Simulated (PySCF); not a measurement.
**Trend along the fifth-period p block: MPb molecules**

PBE with double-zeta basis sets in PySCF, for the lowest determinant that a PBE0 search found; no spin–orbit coupling. De refers to high-spin ground-configuration atoms. A positive dipole means M(−)Pb(+).

| M | basis | state (unpaired electrons) | Re (Å) | ωe (cm⁻¹) | De (eV) | μ (D) |
| --- | --- | --- | --- | --- | --- | --- |
| In | def2-SVP | quartet (σ ↑, π ↑↑) | 2.944 | 122 | 2.05 | -0.97 |
| Sn | def2-SVP | triplet (π ↑↑) | 2.876 | 156 | 2.52 | 0.59 |
| Sb | def2-SVP | doublet (π ↑) | 2.744 | 188 | 2.50 | 1.77 |
| I | def2-SVP | doublet (π ↑) | 2.843 | 161 | 3.13 | 2.99 |

The shortest bond is that of SbPb (2.744 Å), the longest that of InPb (2.944 Å). PbI is bound most strongly (3.13 eV) and InPb least (2.05 eV).

The state changes along the series, so neighbouring rows are not always alike in their bonding.

These are scalar-relativistic numbers at best; spin–orbit coupling would shift them, the dissociation energy most. States were picked by a PBE0 search and need not be the measured ground states.
